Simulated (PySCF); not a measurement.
Be(Cl)(OSiH3) (BeClH3OSi), SMILES [SiH3][O][Be][Cl].

The structure is a stationary point at PBE0-D3(BJ)/def2-SVP. One conformer was computed; it need not be the lowest.

Calculation: r2SCAN/def2-TZVPD run with PySCF.

Symmetry labels are those of the subgroup Cs that the program uses (full group C3v).

Computed valence orbital energies around the gap with their symmetry:
| orbital | symmetry | energy (eV) |
|---|---|---|
| HOMO−7 | A' | -11.37 |
| HOMO−6 | A' | -10.15 |
| HOMO−5 | A" | -9.92 |
| HOMO−4 | A' | -9.92 |
| HOMO−3 | A" | -8.53 |
| HOMO−2 | A' | -8.53 |
| HOMO−1 | A" | -7.96 |
| HOMO | A' | -7.96 |
| LUMO | A' | -0.87 |
| LUMO+1 | A" | 0.27 |
| LUMO+2 | A' | 0.27 |
| LUMO+3 | A' | 0.43 |
